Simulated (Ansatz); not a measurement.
A run for Ansatz (an electronic-structure program): R-CCSD(T)/def2-TZVPPD on AlH2I (SMILES [AlH2][I]), atoms moved off the minimum. Elements past Kr take the def2 small-core potentials; no spin–orbit coupling. Files ending in .json are basis or fitting sets from the Basis Set Exchange. The run froze 14 orbitals, filled d shells among them.

Ansatz 0.2 input:
```yaml
crystal:
  periodic: [false, false, false]
  atoms:
    - {symbol: Al, position_ang: [-1.03215123, -1.56666142, 0.25784061]}
    - {symbol: H, position_ang: [-0.49566900, -2.60955117, 1.30580950]}
    - {symbol: H, position_ang: [-2.32808004, -1.76761685, -0.59721112]}
    - {symbol: I, position_ang: [0.28331611, 0.41283861, -0.07132824]}
basis:
  gaussian:
    orbitals: def2-TZVPPD.json
magnetization: {spin_polarized: false}
correlation: {method: ccsd_t, electrons: outside_noble_gas}
scf: {lower_state_search: off}
output: {forces: true}
```

Question: Predict the final total energy.

Answer: -540.0580 hartree (reference determinant -539.7999, T1 diagnostic 0.010).

Question: How many basis functions does it have, and what does it roughly cost on one machine?

Answer: 141 functions; very roughly 50 core-seconds.
